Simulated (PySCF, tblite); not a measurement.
Compound: C7H10P2.
Atom-mapped SMILES: `[CH3:1][CH:2]([CH3:3])[c:4]1[cH:5][p:6][cH:7][cH:8][p:9]1` (hydrogens: H10, H11, H12 on C1; H13 on C2; H14, H15, H16 on C3; H17 on C5; H18 on C7; H19 on C8)

Computed geometry: GFN2-xTB, gas phase.

**Question.** What internal coordinates does the optimisation give?

**Answer.** 
```json
{"bond": "C1–C2, C2–C3", "length (bohr)": "2.889"}
{"bond": "C2–C4", "length (bohr)": "2.866"}
{"bond": "C4–C5", "length (bohr)": "2.596"}
{"bond": "C5–P6", "length (bohr)": "3.283"}
{"bond": "P6–C7", "length (bohr)": "3.282"}
{"bond": "C7–C8", "length (bohr)": "2.590"}
{"bond": "C8–P9", "length (bohr)": "3.282"}
{"bond": "C4–P9", "length (bohr)": "3.309"}
{"bond": "C1–H10 and 5 like bonds", "length (bohr)": "2.056"}
{"bond": "C2–H13", "length (bohr)": "2.076"}
{"bond": "C5–H17", "length (bohr)": "2.054"}
{"bond": "C7–H18", "length (bohr)": "2.052"}
{"bond": "C8–H19", "length (bohr)": "2.054"}
```

Bonds in one row agree within 0.02 bohr and their mean is given. A selection of angles:
```json
{"angle": "C1–C2–C3", "degrees": "111.3"}
{"angle": "C1–C2–C4", "degrees": "111.3"}
{"angle": "C2–C4–C5", "degrees": "119.5"}
{"angle": "C2–C4–P9", "degrees": "114.0"}
{"angle": "C5–C4–P9", "degrees": "126.5"}
{"angle": "C4–C5–P6", "degrees": "130.4"}
{"angle": "C5–P6–C7", "degrees": "102.5"}
{"angle": "P6–C7–C8", "degrees": "128.2"}
{"angle": "C7–C8–P9", "degrees": "129.1"}
{"angle": "C4–P9–C8", "degrees": "103.3"}
```

Torsions: C1–C2–C4–C5 -61° (synclinal).

Of the pairs four or more bonds apart, H12···H17 is among the closest relative to their van der Waals radii: 2.29 Å, 95 % of the sum of Bondi's values. P6 (phosphorus bonded to 2 C) is bent (angle 102.5°). The 6-membered ring C4–C5–P6–C7–C8–P9 has internal angles of 102.5° to 130.4° (sum 720°, against 720° for a flat polygon); it is planar, 0.00 Å rms from its mean plane, widest ring torsion 0°. The 5 C–C bonds span 1.370 Å (C7–C8, aromatic) to 1.529 Å (C2–C3, drawn single), a spread of 0.159 Å.

Its GFN2-xTB frequencies are all real (lowest 42 cm⁻¹). The numbers are those of one conformer.
